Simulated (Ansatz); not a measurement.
Calculated with Ansatz (gas phase, PBE0-D4/def2-TZVP geometries, no zero-point term in ΔE). CCSD(T)/CBS is the MP2 limit (def2-TZVPP, def2-QZVPP) plus CCSD(T) − MP2 in def2-TZVPP, frozen cores. Double bonds are as drawn, so ΔE can hold a change between cis and trans. Functionals use def2-TZVPP. def2 core potentials past Kr. For Y outer-core shells are correlated without core-valence functions, which leaves a few kJ/mol of doubt a bond. One conformer a species, not always the lowest.

`C/C([SiH3])=C\N` + `C[N](C)[Y]([OH])[OH]` → `C[N](C)[Y]([OH])[O][SiH3]` + `C/C=C/N`  (ligand exchange at the Si–C bond)

`C/C([SiH3])=C\N`:

Z-matrix (Å, degrees):
```
C
C 1 1.505
H 1 1.097 2 111.8
H 1 1.098 2 111.8 3 120.3
H 1 1.092 2 112.2 3 -120.1
Si 2 1.841 1 120.9 3 114.3
C 2 1.345 1 120.1 3 -65.0
H 6 1.493 2 112.3 1 -60.1
H 6 1.493 2 111.8 1 58.7
H 6 1.490 2 109.5 1 179.3
N 7 1.371 2 125.6 1 2.6
H 7 1.086 2 120.6 1 179.6
H 11 1.004 7 117.6 2 -160.0
H 11 1.006 7 117.6 2 -16.9
```

`C[N](C)[Y]([OH])[OH]`:

Cartesian coordinates in Å:
```
C -1.665 -0.138 -0.666
N -0.496 0.151 0.126
C -0.844 0.903 1.305
Y 1.502 -0.459 -0.382
O 1.692 -1.511 -2.113
O 2.956 0.093 0.929
H -2.178 0.779 -1.002
H -2.411 -0.728 -0.108
H -1.401 -0.710 -1.562
H 0.045 1.123 1.907
H -1.553 0.361 1.952
H -1.319 1.867 1.059
H 1.936 -2.007 -2.888
H 3.736 0.277 1.443
```

`C[N](C)[Y]([OH])[O][SiH3]`:

```xyz
17

C    -0.662    0.728   -1.759
N    -0.118    1.269   -0.537
C    -0.026    2.706   -0.599
Y     0.457    0.032    1.111
O     1.202    0.994    2.731
O     0.197   -2.012    0.875
Si    0.007   -3.613    0.733
H    -0.730   -0.365   -1.712
H    -1.675    1.109   -1.968
H    -0.044    0.978   -2.637
H     0.621    3.046   -1.424
H    -1.010    3.178   -0.755
H     0.387    3.112    0.330
H     1.568    1.285    3.560
H     0.650   -4.344    1.864
H    -1.438   -3.985    0.720
H     0.616   -4.118   -0.533
```

`C/C=C/N`:

Z-matrix (Å, degrees):
```
C
C 1 1.491
H 1 1.095 2 111.8
H 1 1.093 2 111.1 3 120.3
H 1 1.096 2 111.9 3 -119.6
C 2 1.332 1 123.9 3 -122.5
H 2 1.089 1 117.3 3 58.7
N 6 1.389 2 126.6 1 -174.5
H 6 1.088 2 119.6 1 1.1
H 8 1.009 6 114.6 2 -16.9
H 8 1.007 6 114.7 2 -147.8
```

```json
{"level": "B2PLYP", "ΔE (kcal/mol)": "-25.6"}
{"level": "MP2/def2-TZVPP", "ΔE (kcal/mol)": "-24.1"}
```

(1) What does CCSD(T)/CBS give? (An estimate is asked.)

Largest T1 diagnostic among the species: 0.014.

Answers

(1) The calculation gave: -24.6 kcal/mol. The listed levels differ from it by -1.0, 0.5 kcal/mol.

In def2-TZVPP, CCSD(T) changes the Hartree–Fock value by +6.3 kcal/mol (the triples alone add +1.1 kcal/mol) and MP2 by +7.3 kcal/mol. From PBE to PBE0 (25 % exact exchange), in def2-TZVPP and without D4, ΔE moves by −1.4 kcal/mol. The D4 term adds +1.7 kcal/mol with B3LYP and +0.9 kcal/mol with PBE0; it sums over pairs of atoms, weighted by their polarisabilities, and B3LYP, whose exchange is more repulsive, gets the larger term.

B3LYP here is the variant with VWN-RPA as its local correlation; programs differ in this.
